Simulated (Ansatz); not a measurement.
C3H7BO can be A, `CB/C=C/O`, or B, `C=COBC`.

Computed with Ansatz on PBE0-D4/def2-TZVP structures; ΔE is electronic, products minus reactants. CBS: MP2 limit from def2 TZ/QZ plus the TZ coupled-cluster correction, frozen cores. DFT in def2-TZVPP. Each species was taken in one conformer, which may not be the lowest.

A:

```xyz
12

C    -0.349    1.730    0.301
B    -0.403    0.712   -0.890
C    -0.021   -0.762   -0.816
C     0.409   -1.322    0.324
O     0.751   -2.615    0.419
H     0.292    2.576    0.025
H    -1.343    2.170    0.445
H    -0.008    1.351    1.267
H    -0.780    1.141   -1.950
H    -0.082   -1.416   -1.683
H     0.502   -0.744    1.242
H     1.031   -2.820    1.315
```

B:

```xyz
12

C     0.038   -1.806   -0.532
C     0.651   -0.788   -1.111
O     1.265    0.231   -0.451
B     0.690    1.090    0.435
C    -0.831    1.135    0.781
H    -0.382   -2.595   -1.141
H    -0.049   -1.885    0.545
H     0.770   -0.714   -2.188
H     1.472    1.847    0.939
H    -1.180    2.172    0.789
H    -0.974    0.774    1.807
H    -1.471    0.540    0.127
```

(1) Which is lower in electronic energy at CCSD(T)/CBS, and by how much? (Best estimate.)

(2) Give E(B) − E(A) in kJ/mol with HF/def2-TZVPP, PBE0-D4, MP2/def2-TZVPP, B2PLYP, ωB97M-V, r2SCAN-D4, CCSD/def2-TZVPP. (Best estimate.)

Largest T1 diagnostic: 0.013.

## Answers

(1) Ansatz gave: B, by 90.6 kJ/mol.

(2) The calculation gave: HF/def2-TZVPP -94.6, PBE0-D4 -80.2, MP2/def2-TZVPP -88.2, B2PLYP -88.3, ωB97M-V -88.9, r2SCAN-D4 -81.8, CCSD/def2-TZVPP -92.8. None reverses the order clearly.

From PBE to PBE0 (25 % exact exchange), in def2-TZVPP and without D4, E(B) − E(A) moves by −3.1 kJ/mol. In def2-TZVPP, CCSD(T) changes the Hartree–Fock value by +3.1 kJ/mol (the triples alone add +1.3 kJ/mol) and MP2 by +6.4 kJ/mol.
